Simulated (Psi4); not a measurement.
scandium atom (Sc), doublet; SVWN/cc-pVTZ in Psi4.

The Psi4 input:
```
memory 2 GB

molecule mol {
0 2
Sc    0.000000    0.000000    0.000000
}

set {
  basis cc-pvtz
  reference uks
}

energy('svwn')
print_variables()
```

### Question
Predict the main parts of the log of this Psi4 run.

### Answer

```
   => Loading Basis Set <=

    Name: CC-PVTZ
    Role: ORBITAL
    Keyword: BASIS

         ---------------------------------------------------------
                                   SCF
               by Justin Turney, Rob Parrish, Andy Simmonett
                          and Daniel G. A. Smith
                              UKS Reference
         ---------------------------------------------------------

  ==> Geometry <==

    Molecular point group: d2h
    Geometry (in Angstrom), charge = 0, multiplicity = 2:

       Center              X                  Y                   Z               Mass
    ------------   -----------------  -----------------  -----------------  -----------------
         SC           0.000000000000     0.000000000000     0.000000000000    44.955908280000

  Running in d2h symmetry.

  Rotational constants: A = ************  B = ************  C = ************ [cm^-1]
  Rotational constants: A = ************  B = ************  C = ************ [MHz]
  Nuclear repulsion =    0.000000000000000

  Charge       = 0
  Multiplicity = 2
  Electrons    = 21
  Nalpha       = 11
  Nbeta        = 10

  ==> Algorithm <==

  SCF Algorithm Type is DF.
  DIIS enabled.
  MOM disabled.
  Fractional occupation disabled.
  Guess Type is CORE.
  Energy threshold   = 1.00e-06
  Density threshold  = 1.00e-06
  Integral threshold = 1.00e-12

  ==> Primary Basis <==

  Basis Set: CC-PVTZ
    Blend: CC-PVTZ
    Number of shells: 20
    Number of basis functions: 68
    Number of Cartesian functions: 84
    Spherical Harmonics?: true
    Max angular momentum: 4

  ==> DFT Potential <==

   => LibXC <=

    Version 7.1.2
    S. Lehtola, C. Steigemann, M. J. T. Oliveira, and M. A. L. Marques,  SoftwareX 7, 1–5 (2018) (10.1016/j.softx.2017.11.002)

   => Composite Functional: SVWN <=

    Slater exchange
    Vosko, Wilk & Nusair (VWN5_RPA)
    P. A. M. Dirac,  Math. Proc. Cambridge Philos. Soc. 26, 376 (1930) (10.1017/S0305004100016108)
    F. Bloch,  Z. Phys. 57, 545 (1929) (10.1007/BF01340281)
    S. H. Vosko, L. Wilk, and M. Nusair,  Can. J. Phys. 58, 1200 (1980) (10.1139/p80-159)

    Deriv               =              1
    GGA                 =          FALSE
    Meta                =          FALSE

    Exchange Hybrid     =          FALSE
    MP2 Hybrid          =          FALSE

   => Exchange Functionals <=

    1.0000         XC_LDA_X

   => Correlation Functionals <=

    1.0000   XC_LDA_C_VWN_RPA

   => LibXC Density Thresholds  <==

[...]
   @DF-UKS iter  89:  -759.09442707469623    9.68286e-05   2.38234e-03 ADIIS/DIIS
   @DF-UKS iter  90:  -759.09340499604002    1.02208e-03   2.77766e-03 ADIIS/DIIS
   @DF-UKS iter  91:  -759.09266537032249    7.39626e-04   2.89693e-03 ADIIS/DIIS
   @DF-UKS iter  92:  -759.09337518785469   -7.09818e-04   2.68265e-03 ADIIS/DIIS
   @DF-UKS iter  93:  -759.09308381458675    2.91373e-04   2.75913e-03 ADIIS/DIIS
   @DF-UKS iter  94:  -759.09234084909167    7.42965e-04   3.18653e-03 ADIIS/DIIS
   @DF-UKS iter  95:  -759.09277477521925   -4.33926e-04   3.13583e-03 ADIIS/DIIS
   @DF-UKS iter  96:  -759.09284999414558   -7.52189e-05   3.02885e-03 ADIIS/DIIS
   @DF-UKS iter  97:  -759.09269723898728    1.52755e-04   3.04469e-03 ADIIS/DIIS
   @DF-UKS iter  98:  -759.09327139000163   -5.74151e-04   2.86664e-03 ADIIS/DIIS
   @DF-UKS iter  99:  -759.09393052330108   -6.59133e-04   2.41770e-03 ADIIS/DIIS
   @DF-UKS iter 100:  -759.09430788081886   -3.77358e-04   2.31498e-03 ADIIS/DIIS

PsiException: Could not converge SCF iterations in 100 iterations.

  Failed to converge.

Traceback (most recent call last):
  File "psi4", line 375, in <module>
  File "<string>", line 22, in <module>
  File "site-packages/psi4/driver/driver.py", line 533, in energy
  File "site-packages/psi4/driver/procrouting/proc.py", line 2760, in run_scf
  File "site-packages/psi4/driver/procrouting/proc.py", line 2047, in scf_helper
  File "site-packages/psi4/driver/procrouting/scf_proc/scf_iterator.py", line 93, in scf_compute_energy
  File "site-packages/psi4/driver/procrouting/scf_proc/scf_iterator.py", line 86, in scf_compute_energy
  File "site-packages/psi4/driver/procrouting/scf_proc/scf_iterator.py", line 609, in scf_iterate

psi4.driver.p4util.exceptions.SCFConvergenceError: Could not converge SCF iterations in 100 iterations.

Printing out the relevant lines from the Psithon --> Python processed input file:
    Sc    0.000000    0.000000    0.000000
    ""","mol")
    core.IO.set_default_namespace("mol")
    core.set_global_option("BASIS", "cc-pvtz")
    core.set_global_option("REFERENCE", "uks")
--> energy('svwn')
    print_variables()

!-------------------------------------------------------!
!                                                       !
!  Could not converge SCF iterations in 100 iterations. !
!                                                       !
!-------------------------------------------------------!
```

Convergence was not reached.
